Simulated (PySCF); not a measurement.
Radial density of Ar (argon, neutral)

UHF, [Ar], closed-shell 1S. Calculation: PySCF 2.14, in aug-cc-pV(Q+d)Z with one added diffuse shell each of s, p, d, f, g type (8s7p6d4f3g, 114 functions); the non-relativistic Hamiltonian (point nucleus).

```csv
r (bohr),4πr²ρ (e/bohr)
0.00131,0.07947
0.00221,0.2178
0.00372,0.5835
0.00625,1.507
0.0105,3.658
0.0177,8.004
0.0298,14.73
0.0501,20.44
0.0842,18.81
0.142,14.47
0.238,19.74
0.401,17.17
0.674,5.152
1.13,5.639
1.91,3.383
3.21,0.4275
5.40,0.008284
```
